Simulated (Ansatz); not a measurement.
A run for Ansatz (a program for electronic structure): R-MP2/cc-pV(T+d)Z on H3Si (SMILES [SiH3-]). Charge -1. Files ending in .json are basis or fitting sets from the Basis Set Exchange.

Ansatz 0.2 input:
```yaml
crystal:
  periodic: [false, false, false]
  atoms:
    - {symbol: Si, position_ang: [-0.00116896, 0.00013100, 0.14131129]}
    - {symbol: H, position_ang: [-0.52491942, 1.18567655, -0.68344545]}
    - {symbol: H, position_ang: [1.29821111, -0.13430723, -0.66714049]}
    - {symbol: H, position_ang: [-0.75646713, -1.05325480, -0.68328528]}
basis:
  gaussian:
    orbitals: cc-pV_T+d_Z.json
total_charge: -1
magnetization: {spin_polarized: false}
correlation: {method: mp2, electrons: outside_noble_gas}
accuracy: high
phonons: {}
scf: {lower_state_search: off}
```

It printed:

```
WARN ansatz: RAYON_NUM_THREADS=2 ignored (pool sized by the plan → 2); use --threads N
Functional definition: HF
these checks for a lower state are left out or cut short: starts, cluster_reference, orbital_swaps, neighbouring_geometries, increment
integrals: 0.08 GiB planned
1468 factors; integrals over basis functions are off by at most 2.1e-9 eV
mean field: 0.16 GiB planned
mean field evaluation 1: about -7908.1583 eV, gradient 1.0e1 eV
mean field evaluation 2: about -7908.1585 eV, gradient 1.0e1 eV
mean field evaluation 4: about -7908.7901 eV, gradient 1.1e0 eV
mean field evaluation 8: about -7908.7993 eV, gradient 2.6e-5 eV
mean field -7908.79931131 eV, -290.6430139140 hartree, gradient 1.0e-8 eV, S^2 0.000000; 0 other end points of the search recorded, 0 dependent functions left out
5 core orbitals not correlated
reference -7908.79931131 eV, -290.6430139140 hartree; 4, 4 occupied and 72, 72 virtual orbitals, 1468 factors
densities: 0.19 GiB planned
second order -4.10976337 eV of doubles, -0.00000000 eV of singles
the calculation of the forces begins
mean field evaluation 16: about -7908.7993 eV, gradient 1.0e-8 eV
these checks for a lower state are left out or cut short: starts, cluster_reference, orbital_swaps, neighbouring_geometries, increment
integrals: 0.08 GiB planned
1468 factors; integrals over basis functions are off by at most 2.1e-9 eV
mean field: 0.16 GiB planned
mean field -7908.79926115 eV, -290.6430120708 hartree, gradient 7.5e-9 eV, S^2 0.000000; 0 other end points of the search recorded, 0 dependent functions left out
5 core orbitals not correlated
reference -7908.79926115 eV, -290.6430120708 hartree; 4, 4 occupied and 72, 72 virtual orbitals, 1468 factors
densities: 0.19 GiB planned
second order -4.10976274 eV of doubles, -0.00000000 eV of singles
the calculation of the forces begins
these checks for a lower state are left out or cut short: starts, cluster_reference, orbital_swaps, neighbouring_geometries, increment
integrals: 0.08 GiB planned
1468 factors; integrals over basis functions are off by at most 2.1e-9 eV
mean field: 0.16 GiB planned
mean field evaluation 32: about -7908.7993 eV, gradient 2.8e-8 eV
mean field -7908.79925891 eV, -290.6430119884 hartree, gradient 8.3e-9 eV, S^2 0.000000; 0 other end points of the search recorded, 0 dependent functions left out
5 core orbitals not correlated
reference -7908.79925891 eV, -290.6430119884 hartree; 4, 4 occupied and 72, 72 virtual orbitals, 1468 factors
densities: 0.19 GiB planned
second order -4.10976479 eV of doubles, -0.00000000 eV of singles
the calculation of the forces begins
these checks for a lower state are left out or cut short: starts, cluster_reference, orbital_swaps, neighbouring_geometries, increment
integrals: 0.08 GiB planned
1468 factors; integrals over basis functions are off by at most 2.1e-9 eV
mean field: 0.16 GiB planned
mean field -7908.79943033 eV, -290.6430182878 hartree, gradient 2.1e-8 eV, S^2 0.000000; 0 other end points of the search recorded, 0 dependent functions left out
5 core orbitals not correlated
reference -7908.79943033 eV, -290.6430182878 hartree; 4, 4 occupied and 72, 72 virtual orbitals, 1468 factors
densities: 0.19 GiB planned
second order -4.10959387 eV of doubles, -0.00000000 eV of singles
the calculation of the forces begins
these checks for a lower state are left out or cut short: starts, cluster_reference, orbital_swaps, neighbouring_geometries, increment
integrals: 0.08 GiB planned
1468 factors; integrals over basis functions are off by at most 2.1e-9 eV
mean field: 0.16 GiB planned
mean field -7908.79908845 eV, -290.6430057241 hartree, gradient 2.2e-8 eV, S^2 0.000000; 0 other end points of the search recorded, 0 dependent functions left out
5 core orbitals not correlated
reference -7908.79908845 eV, -290.6430057241 hartree; 4, 4 occupied and 72, 72 virtual orbitals, 1468 factors
densities: 0.19 GiB planned
second order -4.10993600 eV of doubles, -0.00000000 eV of singles
the calculation of the forces begins
these checks for a lower state are left out or cut short: starts, cluster_reference, orbital_swaps, neighbouring_geometrie
[...]
owards them, 1.000 or more for the frozen orbitals, at most 0.000 for the correlated occupied ones
reference -7908.79959917 eV, -290.6430244927 hartree; 4, 4 occupied and 72, 72 virtual orbitals, 1468 factors
densities: 0.19 GiB planned
second order -4.10944287 eV of doubles, -0.00000000 eV of singles
the calculation of the forces begins
these checks for a lower state are left out or cut short: starts, cluster_reference, orbital_swaps, neighbouring_geometries, increment
integrals: 0.08 GiB planned
1468 factors; integrals over basis functions are off by at most 2.1e-9 eV
mean field: 0.16 GiB planned
mean field -7908.79924473 eV, -290.6430114670 hartree, gradient 3.0e-8 eV, S^2 0.000000; 0 other end points of the search recorded, 0 dependent functions left out
5 core orbitals not correlated
reference -7908.79924473 eV, -290.6430114670 hartree; 4, 4 occupied and 72, 72 virtual orbitals, 1468 factors
densities: 0.19 GiB planned
second order -4.10981971 eV of doubles, -0.00000000 eV of singles
the calculation of the forces begins
these checks for a lower state are left out or cut short: starts, cluster_reference, orbital_swaps, neighbouring_geometries, increment
integrals: 0.08 GiB planned
1468 factors; integrals over basis functions are off by at most 2.1e-9 eV
mean field: 0.16 GiB planned
mean field evaluation 96: about -7908.7994 eV, gradient 1.9e-7 eV
mean field -7908.79935686 eV, -290.6430155878 hartree, gradient 3.0e-8 eV, S^2 0.000000; 0 other end points of the search recorded, 0 dependent functions left out
5 core orbitals not correlated
reference -7908.79935686 eV, -290.6430155878 hartree; 4, 4 occupied and 72, 72 virtual orbitals, 1468 factors
densities: 0.19 GiB planned
second order -4.10970758 eV of doubles, -0.00000000 eV of singles
the calculation of the forces begins
these checks for a lower state are left out or cut short: starts, cluster_reference, orbital_swaps, neighbouring_geometries, increment
integrals: 0.08 GiB planned
1468 factors; integrals over basis functions are off by at most 2.1e-9 eV
mean field: 0.16 GiB planned
mean field -7908.79959634 eV, -290.6430243884 hartree, gradient 7.7e-9 eV, S^2 0.000000; 0 other end points of the search recorded, 0 dependent functions left out
5 core orbitals not correlated
reference -7908.79959634 eV, -290.6430243884 hartree; 4, 4 occupied and 72, 72 virtual orbitals, 1468 factors
densities: 0.19 GiB planned
second order -4.10944558 eV of doubles, -0.00000000 eV of singles
the calculation of the forces begins
these checks for a lower state are left out or cut short: starts, cluster_reference, orbital_swaps, neighbouring_geometries, increment
integrals: 0.08 GiB planned
1468 factors; integrals over basis functions are off by at most 2.1e-9 eV
mean field: 0.16 GiB planned
mean field -7908.79895938 eV, -290.6430009807 hartree, gradient 8.2e-9 eV, S^2 0.000000; 0 other end points of the search recorded, 0 dependent functions left out
5 core orbitals not correlated
reference -7908.79895938 eV, -290.6430009807 hartree; 4, 4 occupied and 72, 72 virtual orbitals, 1468 factors
densities: 0.19 GiB planned
second order -4.11008231 eV of doubles, -0.00000000 eV of singles
the calculation of the forces begins
these checks for a lower state are left out or cut short: starts, cluster_reference, orbital_swaps, neighbouring_geometries, increment
integrals: 0.08 GiB planned
1468 factors; integrals over basis functions are off by at most 2.1e-9 eV
mean field: 0.16 GiB planned
mean field -7908.79927183 eV, -290.6430124631 hartree, gradient 8.2e-8 eV, S^2 0.000000; 0 other end points of the search recorded, 0 dependent functions left out
5 core orbitals not correlated
reference -7908.79927183 eV, -290.6430124631 hartree; 4, 4 occupied and 72, 72 virtual orbitals, 1468 factors
densities: 0.19 GiB planned
second order -4.10979675 eV of doubles, -0.00000000 eV of singles
the calculation of the forces begins
mean field evaluation 128: about -7908.7993 eV, gradient 8.2e-8 eV
these checks for a lower state are left out or cut short: starts, cluster_reference, orbital_swaps, neighbouring_geometries, increment
integrals: 0.08 GiB planned
1468 factors; integrals over basis functions are off by at most 2.1e-9 eV
mean field: 0.16 GiB planned
mean field -7908.79933767 eV, -290.6430148825 hartree, gradient 8.3e-8 eV, S^2 0.000000; 0 other end points of the search recorded, 0 dependent functions left out
5 core orbitals not correlated
reference -7908.79933767 eV, -290.6430148825 hartree; 4, 4 occupied and 72, 72 virtual orbitals, 1468 factors
densities: 0.19 GiB planned
second order -4.10973091 eV of doubles, -0.00000000 eV of singles
the calculation of the forces begins
these checks for a lower state are left out or cut short: starts, cluster_reference, orbital_swaps, neighbouring_geometries, increment
integrals: 0.08 GiB planned
1468 factors; integrals over basis functions are off by at most 2.1e-9 eV
mean field: 0.16 GiB planned
mean field -7908.79938025 eV, -290.6430164476 hartree, gradient 1.0e-8 eV, S^2 0.000000; 0 other end points of the search recorded, 0 dependent functions left out
5 core orbitals not correlated
reference -7908.79938025 eV, -290.6430164476 hartree; 4, 4 occupied and 72, 72 virtual orbitals, 1468 factors
densities: 0.19 GiB planned
second order -4.10968017 eV of doubles, -0.00000000 eV of singles
the calculation of the forces begins
these checks for a lower state are left out or cut short: starts, cluster_reference, orbital_swaps, neighbouring_geometries, increment
integrals: 0.08 GiB planned
1468 factors; integrals over basis functions are off by at most 2.1e-9 eV
mean field: 0.16 GiB planned
mean field -7908.79921366 eV, -290.6430103254 hartree, gradient 1.0e-8 eV, S^2 0.000000; 0 other end points of the search recorded, 0 dependent functions left out
5 core orbitals not correlated
reference -7908.79921366 eV, -290.6430103254 hartree; 4, 4 occupied and 72, 72 virtual orbitals, 1468 factors
densities: 0.19 GiB planned
second order -4.10984678 eV of doubles, -0.00000000 eV of singles
the calculation of the forces begins
Total energy: -7912.90907468 eV, -290.7940449321 hartree
Atom 0 at    -0.001169     0.000131     0.141311 Å, force    -0.000000    -0.000000     0.000009 eV/Å
Atom 1 at    -0.524919     1.185677    -0.683445 Å, force    -0.000004     0.000008    -0.000003 eV/Å
Atom 2 at     1.298211    -0.134307    -0.667140 Å, force     0.000009    -0.000001    -0.000003 eV/Å
Atom 3 at    -0.756467    -1.053255    -0.683285 Å, force    -0.000005    -0.000007    -0.000003 eV/Å
Dipole moment:     0.000205    -0.000023    -0.024763 e Å
Vibrations: 911.95 993.26 993.26 1945.52 1945.53 1969.95 cm⁻¹, zero-point energy 0.543018 eV
Checks for a lower state left out: starts, cluster_reference, orbital_swaps, neighbouring_geometries, increment
```

The run converged.

Cost: very roughly 50 core-seconds.
